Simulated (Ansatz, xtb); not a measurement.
## ClH2NSn: where a starting geometry ends

The starting geometry of this gas-phase singlet has its atoms placed at random.

```xyz
5

Cl   -0.1528    1.3699    1.0908
N     1.1429   -0.2661   -0.5821
Sn   -1.2273    0.5338   -1.1613
H    -0.0045    1.2731   -0.9220
H     1.5697   -0.6465    0.1141
```

Task: Guess where an optimisation with r2SCAN-D4/def2-SVP ends from this start.

Result: It ends as `[NH2][Sn][Cl]`. Distances that change by over a tenth: N2–H5 (0.90 → 1.02 Å). Contacts that open: Sn3–H4 (1.45 → 2.75 Å). Contacts that close: N2–Sn3 (2.57 → 2.03 Å), N2–H4 (1.95 → 1.02 Å).

The energy falls by 8.58 eV over 18 steps:

```tsv
step	E − E(last) (eV)
1	8.580
3	5.275
5	3.652
7	1.598
9	0.556
10	0.391
12	0.203
14	0.007
16	0.000
18	0.000
```

Final geometry (Å):

```xyz
5

Cl   -0.8953    0.8549    1.8319
N     0.7713    0.3267   -0.8665
Sn   -1.2179    0.5527   -0.5415
H     1.2112    0.1606   -1.7687
H     1.4587    0.3693   -0.1157
```

From the same start GFN2-xTB reaches the same bonding as this run.

From so rough a start the end depends on the optimiser's path, so another program may land elsewhere. No frequencies were run, so the end isn't proven a minimum. Atoms past krypton carry core potentials, without spin–orbit terms. Run with Ansatz 0.2.0, 91 s on 1 thread of AMD EPYC (Zen 3), with other jobs on the host.
